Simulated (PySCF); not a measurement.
F₂OS, SMILES FS(F)=O (connectivity only; charge and spin as stated), charge -1, multiplicity 2. Atoms are numbered in the order given.

```xyz
4

O      0.0000     0.0000     1.2995
S      0.0000     0.0000    -0.1943
F      0.0000    -1.8630    -0.4048
F      0.0000     1.8630    -0.4048
```
Charge -1, spin multiplicity 2.

Geometry optimised at ωB97X-D3(BJ)/def2-SVPD. The spin state was assumed, not searched.

Calculation: B3LYP/pcH-1 (PySCF).

Unrestricted Kohn–Sham, ⟨S²⟩ = 0.753. Hyperfine tensors hold the contact and dipolar terms, without spin-orbit corrections.

Task: Estimate the hyperfine couplings. (An estimate is asked for; the answer gives what the named calculation found.)

Result: 
```
nucleus    A(iso) (MHz)  A(iso) (G)  dipolar principal values (MHz)
---------  ------------  ----------  ------------------------------
17O no. 1         -29.9       -10.7              -131.1, 64.8, 66.3
33S no. 2           1.8         0.7             -64.3, -58.5, 122.8
19F no. 3           7.9         2.8            -105.4, -86.5, 191.9
19F no. 4           7.9         2.8            -105.4, -86.5, 191.9
```

Task: And the g tensor (effective nuclear charges for spin-orbit coupling, GIAO)? (An estimate is asked for; the answer gives what the named calculation found.)

Result: principal values 2.0020, 2.0039, 2.0156; isotropic 2.0072.
